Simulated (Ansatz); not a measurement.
A run for Ansatz (a first-principles code): R-r2SCAN/def2-TZVPP on H2SSi (SMILES [SiH]S), atoms moved off the minimum.

Ansatz 0.2 input:
```yaml
crystal:
  periodic: [false, false, false]
  atoms:
    - {symbol: Si, position_ang: [0.30893443, -0.75849347, 0.74717572]}
    - {symbol: H, position_ang: [0.46736374, -1.68742726, -0.22570459]}
    - {symbol: S, position_ang: [0.03292387, 0.72445037, -0.25948230]}
    - {symbol: H, position_ang: [-0.38633813, 1.70522241, 0.34804308]}
basis:
  gaussian:
    orbitals: def2-TZVPP
hamiltonian:
  xc: {name: r2SCAN}
scf: {lower_state_search: off}
output: {forces: true}
```

Program output:

```
WARN ansatz: RAYON_NUM_THREADS=1 ignored (pool sized by the plan → 1); use --threads N
Functional definition: r2SCAN
these checks for a lower state are left out or cut short: stability, starts, cluster_reference, orbital_swaps, neighbouring_geometries, increment
integrals: 0.03 GiB planned
690 factors; their error is unknown
mean field: 0.28 GiB planned
mean field evaluation 1: about -18740.8368 eV, gradient 2.1e1 eV
mean field evaluation 2: about -18740.9617 eV, gradient 2.2e1 eV
mean field evaluation 4: about -18742.0805 eV, gradient 1.1e0 eV
mean field evaluation 8: about -18742.0610 eV, gradient 2.9e-2 eV
mean field evaluation 16: about -18742.0610 eV, gradient 2.8e-5 eV
mean field -18742.06103976 eV, -688.7580393859 hartree, gradient 6.2e-6 eV, S^2 0.000000; 0 other end points of the search recorded, 0 dependent functions left out
the calculation of the forces begins
reference -18742.06104851 eV, -688.7580397075 hartree; 16, 16 occupied and 96, 96 virtual orbitals, 690 factors
Total energy: -18742.06104851 eV, -688.7580397075 hartree
Atom 0 at     0.308934    -0.758493     0.747176 Å, force     0.572549    -4.966927     9.073328 eV/Å
Atom 1 at     0.467364    -1.687427    -0.225705 Å, force     0.641479    -1.864257    -3.041700 eV/Å
Atom 2 at     0.032924     0.724450    -0.259482 Å, force    -0.152112     3.833315    -8.965379 eV/Å
Atom 3 at    -0.386338     1.705222     0.348043 Å, force    -1.061916     2.997869     2.933751 eV/Å
Dipole moment:    -0.058463     0.249351    -0.132958 e Å
Checks for a lower state left out: stability, starts, cluster_reference, orbital_swaps, neighbouring_geometries, increment
```

Self-consistency was reached.

Cost: around 1.4 core-seconds (rough).
